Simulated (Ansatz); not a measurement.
The same ligand exchange along the group Mg, Zn, Cd.

Gas-phase electronic energies from Ansatz, PBE0-D4/def2-TZVP geometries. CBS: MP2 limit from def2 TZ/QZ plus the TZ coupled-cluster correction, frozen cores. This one scheme is used for every species. DFT in def2-TZVPP. def2 core potentials past Kr. For Br, Cd, Mg, Zn outer-core shells are correlated without core-valence functions, which leaves a few kJ/mol of doubt a bond. Scalar relativity is left out up to krypton.

```csv
reaction,CCSD(T)/CBS(def2) (kJ/mol)
`[F][Mg][Br]` + HBr → `[Br][Mg][Br]` + H–F,-33
`[F][Zn][Br]` + HBr → `[Br][Zn][Br]` + H–F,-85
`[F][Cd][Br]` + HBr → `[Br][Cd][Br]` + H–F,?
```

Question: Fill in the missing values. (Estimate.)

Answer: Computed: `[F][Cd][Br]` + HBr → `[Br][Cd][Br]` + H–F: -115.0 kJ/mol.

Largest T1 diagnostic: 0.014, for `[F][Cd][Br]`.
